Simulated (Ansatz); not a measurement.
AlH7O4Si, SMILES `[OH][Al-]([OH])([OH])[OH+][SiH3]` from Hartree–Fock to CCSD(T)

Z-matrix (Å, degrees):
```
Si
O 1 1.758
Al 1 2.934 2 37.0
O 1 2.077 2 73.8 3 -1.3
H 1 1.478 2 117.4 3 -77.4
H 1 1.483 2 118.4 3 74.1
H 1 1.511 2 92.0 3 178.0
H 2 0.958 1 117.3 3 170.2
O 3 1.702 1 118.0 2 -73.0
O 3 1.705 1 118.3 2 93.2
H 4 0.957 1 115.0 2 132.4
H 9 0.954 3 124.2 1 -156.6
H 10 0.954 3 123.3 1 -147.9
```

Total charge 0; spin multiplicity 1. The geometry is a stationary point of PBE0-D4/def2-TZVP. It is one conformer, not always the lowest. Frozen core, restricted reference, Ansatz. CBS rows extrapolate triple and quadruple zeta; past MP2 they add the triple-zeta difference.

| basis | HF (Eh) | MP2 corr. |
| --- | --- | --- |
| def2-SVP | -834.20842 | -0.92884 |
| def2-TZVPP | -834.78855 | -1.19126 |
| def2-QZVPP | -834.82087 | -1.28807 |

Problem. Estimate the CCSD correlation energy and the (T) correction in each basis where they were run (hartree).

Solution. 
| basis | CCSD corr. | (T) |
| --- | --- | --- |
| def2-SVP | -0.97097 | -0.01904 |
| def2-TZVPP | -1.22123 | -0.04100 |
| CBS(def2) | -1.38975 | as TZ |
